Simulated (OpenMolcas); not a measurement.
**Pd4+: moving or changing the point charges**

Pd4+ among 4 point charges of -2 e arranged as a square (D4h), 2.16 Å from the ion.

| Property | Result |
| --- | --- |
| Program | OpenMolcas |
| Method | CASSCF |
| Basis | ANO-RCC-VDZP [6s5p3d1f] |
| Scalar Hamiltonian | DKH2, point nucleus |
| Active space | 6 electrons in 5 orbitals (4d) |
| State averaging | 2S+1 = 5 even, 5 roots; 2S+1 = 3 even, 45 roots; 2S+1 = 1 even, 50 roots |
| Spin-orbit coupling | state interaction with AMFI integrals over the reference wave functions |

Runs around this geometry, states (labels of D4, the rotations of D4h). Energies in cm-1 above the lowest state or level, χT in cm3 K/mol.

```tsv
R (Å)	q (e)	Ground state	First state of that spin	First gap with spin-orbit (degeneracies)	χT at 300 K	First state of another spin
2.16	-1	5A1	5E 960.0	111.1 (1, 2)	5.045	3E 21575
1.99	-2	5A1	5E 3150	144.3 (1, 2)	4.335	3B2 17589
2.16	-2	5A1	5E 2494	140.4 (1, 2)	4.532	3B2 20066
2.35	-2	5A1	5E 1979	134.7 (1, 2)	4.702	3E 21507
```

Taking the first state of the same spin as R^-n, n = -ln(1979 / 3150) / ln(2.35 / 1.99) = 2.8 between the shortest and longest distance.

Scaling the charges by -1 / -2 = 0.50 scales the first state of the same spin by 960 / 2494 = 0.38; with fixed orbitals a first-order splitting would follow the charge.

Without dynamic correlation the repulsion within the d shell is too large (B by tens of per cent), so at a given field states of lower spin stand too high. Point charges give a weaker field than real ligands, and real ions of this kind are as a rule low spin; the high spin found here belongs to the model. Spin-orbit coupling mixes the spin-free states strongly: the lowest level takes only 65 % from its leading state, 5A1 (holds for R = 2.16, q = -1). This is an electrostatic model: the charges have no orbitals. No measured value stands beside these numbers.
